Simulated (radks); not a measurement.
Values are calculated unless marked as measured or tabulated.
Isoelectronic series with 12 electrons, each ion in its NIST ground configuration. Level of theory: non-relativistic Kohn-Sham, PBE, spin-polarised, spherical densities, point nucleus (a radial shooting solver on a logarithmic mesh with Libxc functionals). Total energies (hartree) and orbital eigenvalues (eV):

| ion | configuration | E (hartree) | 3s | 2p | 2s |
|---|---|---|---|---|---|
| Mg | [Ne] 3s2 | -199.95512 | -4.6989 | -46.6556 | -79.5520 |
| Si2+ | [Ne] 3s2 | -288.32973 | -28.4776 | -116.9404 | -160.1442 |
| S4+ | [Ne] 3s2 | -393.69128 | -65.7448 | -216.1425 | -269.8104 |
| Ar6+ | [Ne] 3s2 | -515.98832 | -115.6444 | -343.2053 | -407.4128 |
| Ca8+ | [Ne] 3s2 | -655.20120 | -177.9159 | -497.8187 | -572.6062 |
| Ti10+ | [Ne] 3s2 | -811.32023 | -252.4466 | -679.8480 | -765.2393 |
| Cr12+ | [Ne] 3s2 | -984.33995 | -339.1784 | -889.2232 | -985.2330 |
| Fe14+ | [Ne] 3s2 | -1174.25702 | -438.0779 | -1125.903 | -1232.541 |
| Ni16+ | [Ne] 3s2 | -1381.06927 | -549.1244 | -1389.863 | -1507.136 |
